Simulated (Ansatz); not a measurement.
`BC[S][GeH2][F]` → `FB(S)[CH2][GeH3]`  (isomerisation)

Computed with Ansatz on PBE0-D4/def2-TZVP structures; ΔE is electronic, products minus reactants. CBS: MP2 limit from def2 TZ/QZ plus the TZ coupled-cluster correction, frozen cores. Functionals use def2-TZVPP. For Ge outer-core shells are correlated without core-valence functions, which leaves a few kJ/mol of doubt a bond. Scalar relativity is left out up to krypton. One conformer a species, not always the lowest.

```json
{"level": "PBE-D4", "ΔE (kcal/mol)": "-42.8", "difference from CCSD(T)/CBS": "-0.5"}
{"level": "PBE0-D4", "ΔE (kcal/mol)": "-43.1", "difference from CCSD(T)/CBS": "-0.8"}
{"level": "ωB97X-V", "ΔE (kcal/mol)": "-40.8", "difference from CCSD(T)/CBS": "1.5"}
{"level": "B2PLYP", "ΔE (kcal/mol)": "-41.6", "difference from CCSD(T)/CBS": "0.7"}
{"level": "r2SCAN", "ΔE (kcal/mol)": "-43.3", "difference from CCSD(T)/CBS": "-1.0"}
{"level": "HF/def2-TZVPP", "ΔE (kcal/mol)": "-38.1", "difference from CCSD(T)/CBS": "4.2"}
{"level": "MP2/def2-TZVPP", "ΔE (kcal/mol)": "-43.4", "difference from CCSD(T)/CBS": "-1.1"}
{"level": "MP2/def2-QZVPP", "ΔE (kcal/mol)": "-42.3", "difference from CCSD(T)/CBS": "0.0"}
{"level": "MP2/CBS(def2)", "ΔE (kcal/mol)": "-42.0", "difference from CCSD(T)/CBS": "0.3"}
{"level": "CCSD/CBS(def2)", "ΔE (kcal/mol)": "-41.9", "difference from CCSD(T)/CBS": "0.4"}
{"level": "CCSD(T)/CBS", "ΔE (kcal/mol)": "-42.3", "difference from CCSD(T)/CBS": "0"}
```

Largest T1 diagnostic among the species: 0.012.

In def2-TZVPP, CCSD(T) changes the Hartree–Fock value by −5.6 kcal/mol (the triples alone add −0.4 kcal/mol) and MP2 by −5.3 kcal/mol.
